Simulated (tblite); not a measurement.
A geometry optimisation, step by step.

Species: C4H12B2S.
Atom-mapped SMILES: `[BH3-:1][S@+:2]([CH3:3])[CH2:4][BH:5][CH:6]=[CH2:7]` (hydrogens: H8, H9, H10 on B1; H11, H12, H13 on C3; H14, H15 on C4; H16 on B5; H17 on C6; H18, H19 on C7)
Bond orders are those of one Lewis drawing.

Computed with GFN2-xTB (tblite), gas phase: L-BFGS steps from a force-field or distance-geometry start until the largest atomic force falls under 0.01 eV/Å. 9 of its 253 geometries are shown.

Step 0: E = -552.3448 eV, largest atomic force 3.525 eV/Å
```
atom  x, y, z in Å  |  force x, y, z in eV/Å
B1     -1.726   -1.468    0.597    0.068  -1.462  -0.338
S2     -1.351    0.346    0.591    1.436  -0.308   2.554
C3     -2.657    1.376    0.128   -2.943   1.932   0.179
C4      0.137    0.532   -0.365    1.183  -0.310  -1.261
B5      1.213   -0.365    0.435   -0.041   0.321   0.553
C6      2.618   -0.700   -0.128    0.563   0.910   0.132
C7      3.602    0.190    0.110   -0.855  -0.935  -0.244
H8     -0.749   -2.009    1.047    0.046   0.306  -0.120
H9     -2.628   -1.640    1.331   -0.370   0.136   0.058
H10    -1.906   -1.844   -0.511   -0.204   0.019  -0.232
H11    -3.652    0.857    0.305    1.207   0.325  -0.627
H12    -2.697    2.223    0.875    0.205  -0.576  -0.682
H13    -2.604    1.841   -0.855   -0.079  -0.363  -0.087
H14     0.050    0.121   -1.394   -0.261   0.319   0.411
H15     0.467    1.587   -0.461   -0.314  -0.544   0.196
H16     1.052   -0.515    1.604    0.008   0.066  -0.423
H17     2.863   -1.592   -0.683   -0.073  -0.067  -0.046
H18     3.360    1.081    0.677    0.444  -0.132  -0.211
H19     4.599   -0.010   -0.251   -0.022   0.365   0.189
```

Step 32: E = -553.2720 eV, largest atomic force 0.170 eV/Å
```
atom  x, y, z in Å  |  force x, y, z in eV/Å
B1     -1.889   -1.484    0.560    0.053   0.027   0.049
S2     -1.402    0.354    1.044    0.023   0.099  -0.056
C3     -2.609    1.298    0.046   -0.090   0.083  -0.050
C4      0.093    0.493   -0.011   -0.020   0.001  -0.053
B5      1.336   -0.197    0.672   -0.146  -0.087  -0.001
C6      2.629   -0.479   -0.130    0.024   0.026   0.052
C7      3.766    0.194   -0.029   -0.003  -0.009   0.000
H8     -0.910   -2.094    0.839    0.033  -0.085   0.002
H9     -2.819   -1.732    1.250   -0.070  -0.031  -0.074
H10    -2.109   -1.435   -0.610   -0.041  -0.043   0.036
H11    -3.543    0.742    0.065    0.042   0.058  -0.038
H12    -2.757    2.286    0.476    0.051  -0.058   0.039
H13    -2.249    1.395   -0.974   -0.043  -0.093   0.027
H14    -0.140   -0.011   -0.953   -0.029   0.054   0.002
H15     0.250    1.551   -0.231    0.050  -0.037   0.072
H16     1.256   -0.533    1.789    0.054   0.059   0.070
H17     2.592   -1.337   -0.797    0.043   0.023  -0.019
H18     3.831    1.060    0.608    0.069   0.030   0.044
H19     4.664   -0.063   -0.563    0.001  -0.017  -0.101
```

Step 63: E = -553.3474 eV, largest atomic force 0.090 eV/Å
```
atom  x, y, z in Å  |  force x, y, z in eV/Å
B1     -1.940   -1.588    0.522    0.004  -0.043  -0.043
S2     -1.484    0.242    1.067    0.060   0.037  -0.037
C3     -2.558    1.228   -0.031   -0.026   0.010  -0.004
C4      0.085    0.528    0.154    0.006  -0.002   0.004
B5      1.383   -0.080    0.812    0.031  -0.015   0.027
C6      2.549   -0.420   -0.146    0.015   0.052  -0.026
C7      3.763    0.119   -0.078    0.012   0.038   0.012
H8     -1.044   -2.253    0.937   -0.030   0.077   0.008
H9     -2.979   -1.791    1.065    0.053   0.001  -0.061
H10    -2.003   -1.553   -0.668    0.001   0.003   0.052
H11    -3.585    0.927    0.141   -0.025  -0.025   0.062
H12    -2.434    2.281    0.201   -0.002   0.038   0.020
H13    -2.296    1.038   -1.067   -0.008  -0.054  -0.008
H14    -0.080    0.182   -0.867   -0.003  -0.013   0.024
H15     0.214    1.614    0.125   -0.014  -0.031  -0.005
H16     1.506   -0.148    1.974   -0.079   0.023  -0.036
H17     2.341   -1.075   -0.985   -0.003  -0.020  -0.035
H18     4.014    0.816    0.705    0.045  -0.018   0.029
H19     4.536   -0.058   -0.810   -0.037  -0.058   0.017
```

Step 94: E = -553.4041 eV, largest atomic force 0.094 eV/Å
```
atom  x, y, z in Å  |  force x, y, z in eV/Å
B1     -1.794   -1.587    0.462   -0.020  -0.025   0.002
S2     -1.471    0.258    1.057   -0.015  -0.006  -0.027
C3     -2.683    1.175    0.044   -0.055   0.002   0.005
C4      0.040    0.636    0.089   -0.013   0.018  -0.043
B5      1.378    0.111    0.740   -0.012  -0.012   0.021
C6      2.527   -0.325   -0.198    0.028   0.034  -0.019
C7      3.819   -0.085    0.026   -0.060  -0.022   0.006
H8     -0.977   -2.220    1.046    0.023  -0.005   0.014
H9     -2.910   -1.816    0.796    0.027   0.009   0.008
H10    -1.632   -1.570   -0.718   -0.033   0.025   0.010
H11    -3.641    1.095    0.550    0.043   0.012  -0.005
H12    -2.381    2.217   -0.017   -0.029  -0.027   0.005
H13    -2.765    0.734   -0.947    0.079  -0.016   0.048
H14    -0.136    0.247   -0.912    0.016   0.025  -0.058
H15     0.093    1.726    0.032   -0.003  -0.001  -0.007
H16     1.511    0.150    1.901    0.012   0.002  -0.012
H17     2.277   -0.809   -1.137   -0.027  -0.002   0.005
H18     4.142    0.428    0.917    0.042  -0.027   0.020
H19     4.593   -0.354   -0.678   -0.004   0.014   0.027
```

Step 126: E = -553.4494 eV, largest atomic force 0.044 eV/Å
```
atom  x, y, z in Å  |  force x, y, z in eV/Å
B1     -1.639   -1.535    0.522   -0.006  -0.013  -0.006
S2     -1.425    0.350    1.021    0.016   0.006   0.007
C3     -2.774    1.113    0.061    0.009   0.012  -0.013
C4      0.004    0.766   -0.050    0.004   0.014  -0.011
B5      1.364    0.296    0.604   -0.009   0.005   0.007
C6      2.533   -0.174   -0.287    0.025   0.015   0.007
C7      3.766   -0.389    0.179   -0.034   0.008  -0.010
H8     -0.620   -2.028    0.884    0.018  -0.031   0.026
H9     -2.599   -1.900    1.116    0.015  -0.005   0.000
H10    -1.773   -1.526   -0.661    0.004  -0.007   0.009
H11    -3.700    0.859    0.566    0.004   0.004  -0.011
H12    -2.643    2.190    0.045   -0.002   0.013  -0.008
H13    -2.781    0.704   -0.944   -0.004   0.006  -0.004
H14    -0.190    0.324   -1.026   -0.003   0.002  -0.003
H15     0.006    1.853   -0.160   -0.021   0.002   0.023
H16     1.502    0.383    1.763   -0.016  -0.011  -0.002
H17     2.373   -0.328   -1.350    0.008   0.005   0.008
H18     3.998   -0.256    1.224    0.002  -0.007  -0.033
H19     4.587   -0.692   -0.454   -0.012  -0.018   0.013
```

Step 158: E = -553.4631 eV, largest atomic force 0.042 eV/Å
```
atom  x, y, z in Å  |  force x, y, z in eV/Å
B1     -1.432   -1.499    0.598    0.031  -0.005   0.010
S2     -1.435    0.420    1.028   -0.002  -0.014  -0.014
C3     -2.802    1.025   -0.018   -0.009  -0.006  -0.012
C4     -0.018    0.940   -0.012   -0.002  -0.016   0.003
B5      1.342    0.439    0.621   -0.008  -0.001   0.007
C6      2.486   -0.038   -0.298   -0.028   0.024   0.004
C7      3.589   -0.645    0.143    0.030  -0.006   0.018
H8     -0.387   -1.872    1.029    0.013   0.023   0.000
H9     -2.374   -1.946    1.161   -0.021   0.010   0.013
H10    -1.503   -1.551   -0.589    0.004   0.007  -0.008
H11    -3.732    0.757    0.472    0.007  -0.025   0.028
H12    -2.737    2.104   -0.115    0.019   0.032   0.000
H13    -2.750    0.542   -0.988   -0.008  -0.004  -0.041
H14    -0.195    0.548   -1.013   -0.021   0.027  -0.009
H15    -0.047    2.031   -0.053   -0.004  -0.006   0.000
H16     1.475    0.487    1.782    0.026  -0.031   0.008
H17     2.397    0.090   -1.372   -0.021  -0.004  -0.013
H18     3.747   -0.826    1.194   -0.001   0.011   0.001
H19     4.366   -0.997   -0.519   -0.004  -0.016   0.006
```

Step 189: E = -553.4753 eV, largest atomic force 0.060 eV/Å
```
atom  x, y, z in Å  |  force x, y, z in eV/Å
B1     -1.274   -1.420    0.644   -0.001   0.038   0.027
S2     -1.504    0.497    1.017   -0.022  -0.009  -0.043
C3     -2.825    1.000   -0.140   -0.008   0.004   0.000
C4     -0.031    1.060    0.092    0.011  -0.006  -0.004
B5      1.247    0.309    0.668   -0.008   0.003   0.033
C6      2.355   -0.163   -0.301    0.010   0.009  -0.002
C7      3.501   -0.722    0.094   -0.020  -0.013   0.012
H8     -0.152   -1.591    1.022    0.050  -0.027  -0.018
H9     -2.098   -1.972    1.290    0.006  -0.037  -0.020
H10    -1.388   -1.546   -0.531   -0.031   0.030  -0.005
H11    -3.758    0.599    0.243    0.013   0.001   0.014
H12    -2.877    2.084   -0.175    0.004  -0.012  -0.014
H13    -2.629    0.587   -1.125    0.011  -0.003   0.021
H14    -0.214    0.846   -0.961   -0.004  -0.004   0.004
H15     0.033    2.142    0.218    0.022   0.000   0.003
H16     1.406    0.260    1.827    0.003   0.026  -0.006
H17     2.220   -0.028   -1.370   -0.006  -0.012   0.014
H18     3.707   -0.899    1.139   -0.003   0.021  -0.038
H19     4.271   -1.031   -0.598   -0.028  -0.009   0.022
```

Step 220: E = -553.5421 eV, largest atomic force 0.032 eV/Å
```
atom  x, y, z in Å  |  force x, y, z in eV/Å
B1     -1.114   -1.298    0.627   -0.003  -0.001   0.006
S2     -1.614    0.558    1.009   -0.009   0.031  -0.001
C3     -2.809    0.970   -0.311   -0.001  -0.025  -0.002
C4     -0.038    1.160    0.320   -0.003   0.006  -0.015
B5      1.058    0.056    0.791   -0.011  -0.013   0.007
C6      2.137   -0.358   -0.269   -0.017   0.011  -0.002
C7      3.372   -0.754    0.016    0.013   0.007   0.001
H8      0.113   -1.195    0.780   -0.002  -0.011  -0.003
H9     -1.606   -2.007    1.431    0.010   0.000  -0.004
H10    -1.381   -1.520   -0.502    0.002  -0.001   0.014
H11    -3.732    0.448   -0.082    0.006   0.012  -0.003
H12    -2.982    2.042   -0.317    0.016   0.001   0.004
H13    -2.424    0.637   -1.269   -0.007  -0.005   0.003
H14    -0.160    1.201   -0.761    0.000   0.006   0.009
H15     0.137    2.170    0.688    0.003  -0.017  -0.002
H16     1.355    0.074    1.930   -0.004  -0.007  -0.002
H17     1.863   -0.337   -1.320   -0.001   0.012  -0.019
H18     3.725   -0.802    1.034   -0.003  -0.005   0.008
H19     4.088   -1.036   -0.742    0.012  -0.003   0.001
```

Step 252: E = -553.5457 eV, largest atomic force 0.009 eV/Å
```
atom  x, y, z in Å  |  force x, y, z in eV/Å
B1     -1.119   -1.307    0.651    0.002   0.001   0.002
S2     -1.625    0.557    1.010    0.003  -0.001   0.002
C3     -2.797    0.957   -0.333   -0.007  -0.002   0.000
C4     -0.046    1.162    0.333    0.001   0.002  -0.001
B5      1.048    0.046    0.778    0.000  -0.005   0.002
C6      2.146   -0.317   -0.282    0.003   0.000   0.002
C7      3.365   -0.756    0.010   -0.001   0.003   0.001
H8      0.115   -1.194    0.734   -0.002   0.001   0.000
H9     -1.558   -1.997    1.500    0.001  -0.004   0.003
H10    -1.443   -1.566   -0.454    0.000   0.001  -0.005
H11    -3.755    0.521   -0.067    0.003  -0.002  -0.006
H12    -2.892    2.035   -0.410    0.005   0.004  -0.004
H13    -2.444    0.532   -1.268   -0.004   0.003   0.008
H14    -0.169    1.232   -0.746   -0.002  -0.006  -0.005
H15     0.136    2.162    0.724    0.000   0.006   0.002
H16     1.340    0.037    1.919    0.002  -0.001   0.000
H17     1.905   -0.210   -1.337    0.000   0.001   0.000
H18     3.681   -0.889    1.033   -0.002   0.000  -0.001
H19     4.102   -0.996   -0.742   -0.001  -0.001  -0.002
```

**Question.** Summarise the path.

**Answer.** The energy falls by 1.2009 eV from step 0 to step 252; nine tenths of that is first reached at step 105. It rises by more than 0.2 meV at steps 156, 159, 192 and 201. The largest force goes from 3.525 to 0.009 eV/Å. Among the bonds B1–S2 changes most, from 1.853 to 1.964 Å; the atoms move by 1.112 Å rms after alignment.

What follows is the cost of the whole relaxation. On one thread of an Arm Neoverse V2, shared host with 48 logical CPUs at a one-minute load of 6.5, this took 1.4 s of wall time.
